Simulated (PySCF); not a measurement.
A structure optimised at B3LYP-D3(BJ)/def2-TZVPD, used in a PySCF frequency run:

```xyz
2

Hg     0.0000     0.0000    -0.3980
Cl     0.0000     0.0000     1.8730
```
Charge +1, spin multiplicity 1.

Problem. Write its SMILES, formula and point group.

Solution. [Cl][Hg+], ClHg, C∞v

Problem. What are its rotational constants (standard atomic weights)?

Solution. 3.2526 GHz (linear rotor, B only)
